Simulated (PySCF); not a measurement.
H3OSi, SMILES [OH+]=[SiH2], charge +1.

Geometry optimised at r2SCAN-D4/def2-TZVP. The isomer is the one that the SMILES or the coordinates give; other isomers of the formula were not compared.

Level of theory: PBE/def2-TZVPD (PySCF).

Symmetry labels are those of the subgroup Cs that the program uses (full group Cs).

**Question.** List the valence orbital energies around the gap with their symmetry. (The exact figures need the calculation; the answer reports its results.)

**Answer.** 
```csv
orbital,symmetry,energy (eV)
HOMO−7,A',-102.93
HOMO−6,A',-102.84
HOMO−5,A',-32.72
HOMO−4,A',-21.79
HOMO−3,A',-18.69
HOMO−2,A',-16.72
HOMO−1,A",-16.02
HOMO,A',-15.25
LUMO,A",-9.83
LUMO+1,A',-7.36
LUMO+2,A',-6.64
LUMO+3,A',-4.64
```
